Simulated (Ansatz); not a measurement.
NaAu₄⁻, relaxed as a singlet with RKS PBE-D4/def2-SVPD in Ansatz, starting from the GFN2-xTB geometry. Force threshold 0.02 eV/Å.

In the def2 sets Au takes a core potential; there is no spin–orbit coupling. The structure comes from a short search, and lower isomers may exist.

Start:

```xyz
5

Na    0.027   -0.886    0.110
Au    0.018    1.919   -0.223
Au   -2.191    1.309    1.037
Au    2.198    1.094   -1.403
Au   -0.052   -3.437    0.480
```

Problem. Estimate the energy that the relaxation releases and the steps that it takes.

Solution. 0.09 eV, in 9 steps; 13 s on 4 threads of Intel Xeon Platinum 8488C on a shared host. No frequencies were taken in this run, so the end may be a saddle point.

Problem. Does the start keep its bonding and symmetry?

Solution. Bonds lost: Na1–Au4 (atoms count from 1). The end is the same structure that another start reached, the lowest one found.

Problem. Predict the relaxed structure.

Solution. 
```xyz
5

Na   -0.3482   -1.0907    0.3378
Au    0.1791    1.7288   -0.3261
Au   -2.0403    1.2976    0.9777
Au    2.4222    1.8596   -1.6057
Au   -0.2128   -3.7953    0.6163
```
Bond lengths (bridged metal pairs left out): 3 × Au–Na 2.72 to 3.00 Å; 2 × Au–Au 2.59 to 2.61 Å.
